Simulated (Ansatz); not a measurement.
Reaction (redistribution): `OBSCO` + `C[SiH2][GeH3]` → `C[SiH2]BO` + `OC[S][GeH3]`

Computed with Ansatz on PBE0-D4/def2-TZVP structures; ΔE is electronic, products minus reactants. CBS: MP2 limit from def2 TZ/QZ plus the TZ coupled-cluster correction, frozen cores. DFT in def2-TZVPP. B3LYP here is the variant with VWN-RPA as its local correlation; programs differ in this. For Ge outer-core shells are correlated without core-valence functions, which leaves a few kJ/mol of doubt a bond. Scalar relativity is left out up to krypton. Each species was taken in one conformer, which may not be the lowest.

**Question.** Is it downhill or uphill in electronic energy at CCSD(T)/CBS, and by how much? (Best estimate.)

**Answer.** The calculation gave: Uphill: ΔE = +0.82 eV.

**Question.** What do these levels give: r2SCAN-D4, PBE0-D4, B3LYP-D4, ωB97M-V, B2PLYP, PBE, B3LYP, CCSD/def2-TZVPP, MP2/def2-QZVPP, SCS-MP2/def2-QZVPP, MP2/CBS(def2), CCSD/CBS(def2)? (Estimate.)

**Answer.** Ansatz gave: r2SCAN-D4 0.88, PBE0-D4 0.85, B3LYP-D4 0.83, ωB97M-V 0.83, B2PLYP 0.83, PBE 0.85, B3LYP 0.82, CCSD/def2-TZVPP 0.81, MP2/def2-QZVPP 0.85, SCS-MP2/def2-QZVPP 0.80, MP2/CBS(def2) 0.85, CCSD/CBS(def2) 0.81 eV.

Largest T1 diagnostic among the species: 0.013.

In def2-TZVPP, CCSD(T) changes the Hartree–Fock value by +0.06 eV (the triples alone add +0.01 eV) and MP2 by +0.10 eV.
